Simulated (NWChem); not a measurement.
Program: NWChem. System: C$_{2}$H$_{5}$Be (+1), charge 1, spin multiplicity 1, at a geometry optimised with B3LYP/def2-SVP. The structure started from a generated list of species. Level: TD-B3LYP/def2-SVP, VWN1-RPA local correlation.

Input file:

```
start mol
memory heap 200 mb stack 900 mb global 1100 mb
charge 1
geometry units angstroms nocenter noautoz
  Be    -1.289046     1.290023     0.000000
  C      0.221095     0.529793     0.000000
  C      0.251317    -1.009204     0.000000
  H      0.727249     0.960511     0.888082
  H      0.727249     0.960511    -0.888082
  H     -0.220715    -1.439747    -0.894447
  H     -0.220715    -1.439747     0.894447
  H      1.308647    -1.325157     0.000000
  symmetry group Cs
end
basis spherical
  * library def2-svp
end
dft
  xc b3lyp
  semidirect memsize 60000000 filesize 0
  iterations 100
end
tddft
  rpa
  nroots 5
  notriplet
  thresh 1e-4
end
task tddft energy
```

Output (cleaned and shortened):

```
             Northwest Computational Chemistry Package (NWChem) 7.3.0
             --------------------------------------------------------

                                NWChem Input Module
                                -------------------

 Scaling coordinates for geometry "geometry" by  1.889725989
 (inverse scale =  0.529177249)

 Turning off AUTOSYM since
 SYMMETRY directive was detected!

                             Geometry "geometry" -> ""
                             -------------------------

 Output coordinates in angstroms (scale by  1.889725989 to convert to a.u.)

  No.       Tag          Charge          X              Y              Z
 ---- ---------------- ---------- -------------- -------------- --------------
    1 Be                   4.0000    -1.28904600     1.29002300     0.00000000
    2 C                    6.0000     0.22109500     0.52979300     0.00000000
    3 C                    6.0000     0.25131700    -1.00920400     0.00000000
    4 H                    1.0000     0.72724900     0.96051100     0.88808200
    5 H                    1.0000     0.72724900     0.96051100    -0.88808200
    6 H                    1.0000    -0.22071500    -1.43974700    -0.89444700
    7 H                    1.0000    -0.22071500    -1.43974700     0.89444700
    8 H                    1.0000     1.30864700    -1.32515700     0.00000000

 Effective nuclear repulsion energy (a.u.)      52.2922541161

            Nuclear Dipole moment (a.u.)
            ----------------------------
        X                 Y               Z
 ---------------- ---------------- ----------------
     0.0000056692    -0.0000056692     0.0000000000

      Symmetry information
      --------------------

 Group name             Cs
 Group number              2
 Group order               2
 No. of unique centers     6

      Symmetry unique atoms

     1    2    3    4    6    8


 Summary of "ao basis" -> "" (spherical)
 ------------------------------------------------------------------------------
       Tag                 Description            Shells   Functions and Types
 ---------------- ------------------------------  ------  ---------------------
 *                          def2-svp                  on all atoms

                                 NWChem DFT Module
                                 -----------------

 Summary of "ao basis" -> "ao basis" (spherical)
 ------------------------------------------------------------------------------
       Tag                 Description            Shells   Functions and Types
 ---------------- ------------------------------  ------  ---------------------
 Be                         def2-svp                 5        9   3s2p
 C                          def2-svp                 6       14   3s2p1d
 H                          def2-svp                 3        5   2s1p

 Summary of "ao basis" -> "ao basis" (spherical)
 ------------------------------------------------------------------------------
       Tag                 Description            Shells   Functions and Types
 ---------------- ------------------------------  ------  ---------------------
 Be                         def2-svp                 5        9   3s2p
 C                          def2-svp                 6       14   3s2p1d
 H                          def2-svp                 3        5   2s1p

      Symmetry analysis of basis
      --------------------------

        a'         41
        a"         21

            General Information
[...]
    1      5       0     0.16E+00   0.10+100        2.1
    2     15       0     0.37E-01   0.12E-01        3.3
    3     25       0     0.97E-02   0.99E-03        3.4
    4     35       0     0.35E-02   0.74E-04        3.7
    5     45       1     0.11E-02   0.57E-05        3.8
    6     52       3     0.24E-03   0.52E-06        2.7
    7     56       5     0.49E-04   0.29E-07        2.5
  ----  ------  ------  ---------  ---------  ---------
  Convergence criterion met

  Ground state a'        -93.545174388190 a.u.

  ----------------------------------------------------------------------------
  Root   1 singlet a'             0.112680032 a.u.                3.0662 eV
  ----------------------------------------------------------------------------
     Transition Moments    X  1.05589   Y -0.76083   Z -0.00000
     Transition Moments   XX -3.13435  XY  2.76770  XZ  0.00000
     Transition Moments   YY -1.49414  YZ -0.00000  ZZ  0.03345
     Dipole Oscillator Strength                    0.1272366699
     Electric Quadrupole                           0.0000000775
     Magnetic Dipole                               0.0000001501
     Total Oscillator Strength                     0.1272368975

          sigma_e =   1.5110 Angstrom
          sigma_h =   1.6917 Angstrom
         |d_h->e| =   2.3847 Angstrom
            d_exc =   3.2558 Angstrom
            d_CD1 =   2.5654 Angstrom
            d_CD2 =   0.7834 Angstrom
            d_CD3 =   5.6405 Angstrom
     Pearson C.C. =   0.0453

     Occ.    8  a'  ---  Virt.   11  a'  -0.09385 X
     Occ.    8  a'  ---  Virt.   12  a'   0.05330 X
     Occ.    9  a"  ---  Virt.   13  a"  -0.05387 X
     Occ.   10  a'  ---  Virt.   11  a'   0.99711 X
     Occ.   10  a'  ---  Virt.   11  a'  -0.10773 Y
  ----------------------------------------------------------------------------
  Root   2 singlet a"             0.129450380 a.u.                3.5225 eV
  ----------------------------------------------------------------------------
     Transition Moments    X  0.00000   Y -0.00000   Z  0.12537
     Transition Moments   XX -0.00000  XY  0.00000  XZ -0.12457
     Transition Moments   YY -0.00000  YZ  0.59705  ZZ  0.00000
     Dipole Oscillator Strength                    0.0013564679
     Electric Quadrupole                           0.0000000043
     Magnetic Dipole                               0.0000000714
     Total Oscillator Strength                     0.0013565436

          sigma_e =   1.4931 Angstrom
          sigma_h =   1.5202 Angstrom
         |d_h->e| =   2.6541 Angstrom
            d_exc =   3.4004 Angstrom
            d_CD1 =   2.6812 Angstrom
            d_CD2 =   1.1474 Angstrom
            d_CD3 =   6.0545 Angstrom
     Pearson C.C. =   0.0048

     Occ.    6  a"  ---  Virt.   11  a'  -0.05618 X
     Occ.    9  a"  ---  Virt.   11  a'   0.99813 X
  ----------------------------------------------------------------------------
  Root   3 singlet a'             0.162844688 a.u.                4.4312 eV
  ----------------------------------------------------------------------------
     Transition Moments    X -0.29252   Y  0.43014   Z -0.00000
     Transition Moments   XX  0.64209  XY -0.76134  XZ  0.00000
     Transition Moments   YY  1.12705  YZ  0.00000  ZZ  0.12108
     Dipole Oscillator Strength                    0.0293759156
     Electric Quadrupole                           0.0000000191
     Magnetic Dipole                               0.0000000939
     Total Oscillator Strength                     0.0293760286

          sigma_e =   1.4814 Angstrom
          sigma_h =   1.3696 Angstrom
         |d_h->e| =   2.4497 Angstrom
            d_exc =   3.1722 Angstrom
            d_CD1 =   2.5616 Angstrom
            d_CD2 =   1.0243 Angstrom
            d_CD3 =   5.6219 Angstrom
     Pearson C.C. =   0.0021

     Occ.    7  a'  ---  Virt.   11  a'  -0.08018 X
     Occ.    8  a'  ---  Virt.   11  a'  -0.99073 X
     Occ.   10  a'  ---  Virt.   11  a'  -0.09046 X
  ----------------------------------------------------------------------------
  Root   4 singlet a'             0.197763340 a.u.                5.3814 eV
  ----------------------------------------------------------------------------
     Transition Moments    X  0.06734   Y  0.67276   Z  0.00000
     Transition Moments   XX -1.26609  XY -0.87493  XZ -0.00000
     Transition Moments   YY  3.30702  YZ  0.00000  ZZ  0.11032
     Dipole Oscillator Strength                    0.0602702870
     Electric Quadrupole                           0.0000002582
     Magnetic Dipole                               0.0000003343
     Total Oscillator Strength                     0.0602708796

          sigma_e =   1.6561 Angstrom
          sigma_h =   1.6689 Angstrom
         |d_h->e| =   1.9437 Angstrom
            d_exc =   2.9641 Angstrom
            d_CD1 =   1.9564 Angstrom
            d_CD2 =   0.2812 Angstrom
            d_CD3 =   4.9078 Angstrom
     Pearson C.C. =   0.0940

     Occ.    7  a'  ---  Virt.   11  a'   0.38407 X
     Occ.    8  a'  ---  Virt.   12  a'  -0.06650 X
     Occ.   10  a'  ---  Virt.   12  a'   0.92005 X
  ----------------------------------------------------------------------------
  Root   5 singlet a"             0.204024461 a.u.                5.5518 eV
  ----------------------------------------------------------------------------
     Transition Moments    X  0.00000   Y -0.00000   Z  0.75397
     Transition Moments   XX  0.00000  XY  0.00000  XZ -2.02171
     Transition Moments   YY -0.00000  YZ  2.31296  ZZ -0.00000
     Dipole Oscillator Strength                    0.0773203498
     Electric Quadrupole                           0.0000004268
     Magnetic Dipole                               0.0000004425
     Total Oscillator Strength                     0.0773212191

          sigma_e =   1.6476 Angstrom
          sigma_h =   1.7071 Angstrom
         |d_h->e| =   1.8895 Angstrom
            d_exc =   3.0202 Angstrom
            d_CD1 =   1.9490 Angstrom
            d_CD2 =   0.2122 Angstrom
            d_CD3 =   4.9097 Angstrom
     Pearson C.C. =   0.0137

     Occ.   10  a'  ---  Virt.   13  a"   0.99805 X

              Target root =      1
          Target symmetry = none
      Ground state energy =    -93.545174388190
        Excitation energy =      0.112680031701
     Excited state energy =    -93.432494356489

  stored tddft:energy   -93.432494356489130

 Task  times  cpu:       24.4s     wall:       24.4s

 Total times  cpu:       24.4s     wall:       24.4s
```
